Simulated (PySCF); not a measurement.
# SMILES O(/C=C\O/C=C\C=C)C, C₇H₁₀O₂

Geometry:
| atom | x (Å) | y (Å) | z (Å) |
| --- | --- | --- | --- |
| C1 | 3.220 | 1.548 | 0.452 |
| C2 | 2.094 | 0.868 | 0.253 |
| C3 | 2.047 | -0.440 | -0.351 |
| C4 | 0.923 | -1.139 | -0.560 |
| O5 | -0.297 | -0.673 | -0.217 |
| C6 | -1.386 | -1.463 | -0.468 |
| C7 | -2.649 | -1.146 | -0.186 |
| O8 | -3.188 | -0.042 | 0.385 |
| C9 | -2.316 | 0.996 | 0.778 |
| H10 | 3.223 | 2.524 | 0.906 |
| H11 | 4.178 | 1.147 | 0.165 |
| H12 | 1.142 | 1.287 | 0.548 |
| H13 | 2.982 | -0.884 | -0.655 |
| H14 | 0.945 | -2.123 | -1.020 |
| H15 | -1.180 | -2.420 | -0.934 |
| H16 | -3.425 | -1.854 | -0.433 |
| H17 | -2.951 | 1.770 | 1.207 |
| H18 | -1.601 | 0.651 | 1.529 |
| H19 | -1.770 | 1.401 | -0.077 |

The calculation used GIAO PBE/pcSseg-1 magnetisability, rotational g tensor and spin-rotation constants, non-relativistic, gas phase (PySCF 2.14.0). Geometry: GFN2-xTB.

Question: How diamagnetic is it, and how anisotropic?

Answer: Isotropic -1176 × 10⁻³⁰ J/T², or -70.8 × 10⁻⁶ cm³/mol; principal values -1295, -1204, -1029 × 10⁻³⁰ J/T², anisotropy 234 × 10⁻³⁰ J/T² (root of half the summed squared differences of the principal values). The susceptibility is in cgs units.

Question: Split it along the inertial axes a, b, c into diamagnetic and paramagnetic parts about the centre of mass, with the quadrupole moment.

Answer: 
```tsv
axis	χ (10⁻⁶ cm³/mol)	diamagnetic (10⁻⁶ cm³/mol)	paramagnetic (10⁻⁶ cm³/mol)	summed x² of all electrons (Å²)	quadrupole Θ (D Å)
a	-69.2	-488.6	419.4	373.4	-4.09
b	-65.3	-1643.2	1577.9	101.3	+11.30
c	-78.0	-2014.0	1936.0	13.9	-7.21
```
Anisotropies 2χaa − χbb − χcc = +5.0 and 2χbb − χaa − χcc = +16.5 × 10⁻⁶ cm³/mol. Θ is traceless in Buckingham's convention.

Question: And the rotational g tensor?

Answer: 
| axis | rotational constant (GHz) | g | nuclear part | electronic part |
| --- | --- | --- | --- | --- |
| a | 3.3287 | -0.0379 | 0.6180 | -0.6559 |
| b | 0.7720 | -0.0135 | 0.5588 | -0.5723 |
| c | 0.6292 | -0.0040 | 0.5682 | -0.5723 |

Asymmetric top; isotopes 12C, 1H, 16O; no vibrational averaging.
